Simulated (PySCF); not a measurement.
Electron correlation in Ge⁺ (germanium, charge +1)

[Ar] 3d10 4s2 4p1, 2P determinant. Computed with PySCF 2.14 in x2c-SVPall, with the spin-free X2C one-electron Hamiltonian (Gaussian nucleus). Frozen: [Ar] 3d10; 3 electrons correlated.

MP2 pair energies summed by pair of shells (mhartree):

```csv
pair,energy,share (%)
4s-4s,-19.01,59.3
4s-4p,-13.04,40.7
```

Total MP2 correlation energy: -32.05 mhartree.

Same-spin part -2.11 and opposite-spin part -29.95 mhartree; SCS-MP2 scales them by 1/3 and 6/5 to -36.64 mhartree.

```tsv
level	correlation energy (mhartree)
CCSD	-46.88
(T)	-0.49
CCSD(T)	-47.37
```

Diagnostics: T1 = 0.0091, D1 = 0.0218, largest double amplitude 0.097.

Task: Is a single reference adequate?

Result: Mostly. T1 lies below 0.03, but a double amplitude of this size points to a near-degeneracy that CCSD handles and MP2 describes poorly.
